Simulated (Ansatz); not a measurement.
Computed with Ansatz on PBE0-D4/def2-TZVP structures; ΔE is electronic, products minus reactants. CBS: MP2 limit from def2 TZ/QZ plus the TZ coupled-cluster correction, frozen cores. Functionals use def2-TZVPP. B3LYP here is the variant with VWN-RPA as its local correlation; programs differ in this. HSE06 is defined as in plane-wave codes. One conformer a species, not always the lowest.

Consider the isomerisation: `B/C=C(\Cl)C=C` → `CC1=CB(Cl)C1`.

| level | ΔE (kcal/mol) | difference from CCSD(T)/CBS |
| --- | --- | --- |
| LDA (SPW92) | -45.3 | -4.2 |
| revPBE-D4 | -39.5 | 1.6 |
| BLYP-D4 | -33.1 | 8.0 |
| r2SCAN-D4 | -41.3 | -0.2 |
| B97M-V | -42.6 | -1.5 |
| PBE0-D4 | -44.9 | -3.8 |
| B3LYP-D4 | -37.1 | 4.0 |
| r2SCANh-D4 | -42.6 | -1.5 |
| r2SCAN0-D4 | -44.6 | -3.5 |
| HSE06-D4 | -44.8 | -3.7 |
| BHLYP-D4 | -40.3 | 0.8 |
| CAM-B3LYP-D4 | -40.8 | 0.3 |
| ωB97X-V | -44.7 | -3.6 |
| ωB97M-V | -43.8 | -2.7 |
| B2PLYP | -39.5 | 1.6 |
| PBE-QIDH | -46.8 | -5.7 |
| PBE | -41.6 | -0.5 |
| revPBE | -41.0 | 0.1 |
| BLYP | -34.1 | 7.0 |
| r2SCAN | -41.4 | -0.3 |
| PBE0 | -45.3 | -4.2 |
| B3LYP | -37.8 | 3.3 |
| r2SCANh | -42.7 | -1.6 |
| HSE06 | -45.1 | -4.0 |
| CAM-B3LYP | -41.1 | 0.0 |
| LC-ωPBE | -50.3 | -9.2 |
| RPA@PBE/def2-TZVPP | -39.5 | 1.6 |
| MP2/def2-SVP | -47.8 | -6.7 |
| CCSD/def2-SVP | -45.6 | -4.5 |
| CCSD(T)/def2-SVP | -44.6 | -3.5 |
| HF/def2-TZVPP | -40.7 | 0.4 |
| MP2/def2-TZVPP | -43.6 | -2.5 |
| SCS-MP2/def2-TZVPP | -41.3 | -0.2 |
| CCSD/def2-TZVPP | -42.4 | -1.3 |
| CCSD(T)/def2-TZVPP | -41.4 | -0.3 |
| HF/def2-QZVPP | -40.6 | 0.5 |
| SCS-MP2/def2-QZVPP | -41.2 | -0.1 |
| HF/CBS(def2) | -40.6 | 0.5 |
| MP2/CBS(def2) | -43.3 | -2.2 |
| CCSD/CBS(def2) | -42.2 | -1.1 |
| CCSD(T)/CBS | -41.1 | 0 |

Largest T1 diagnostic among the species: 0.011.

At CCSD(T), def2-SVP lies −3.5 kcal/mol from the extrapolated value and def2-TZVPP −0.3 kcal/mol. Leaving LDA and LC-ωPBE aside and taking each functional with its dispersion term where it has one, the values spread over 13.7 kcal/mol, from PBE-QIDH to BLYP-D4. LDA lies −3.7 kcal/mol from PBE without D4.
